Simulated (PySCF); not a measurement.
## Correlation energy of F⁺ (fluorine, charge +1)

[He] 2s2 2p4, high-spin 3P determinant. Computed with PySCF 2.14 in aug-cc-pVTZ with one added diffuse shell each of s, p, d, f type (6s5p4d3f, 62 functions), with no relativity, point nucleus. Frozen: 1s2; 6 electrons correlated.

MP2 pair energies summed by pair of shells (mhartree):

| pair | energy | share (%) |
| --- | --- | --- |
| 2p-2p | -68.15 | 46.9 |
| 2s-2p | -66.98 | 46.1 |
| 2s-2s | -10.05 | 6.9 |

Total MP2 correlation energy: -145.19 mhartree.

Same-spin part -35.26 and opposite-spin part -109.93 mhartree; SCS-MP2 scales them by 1/3 and 6/5 to -143.67 mhartree.
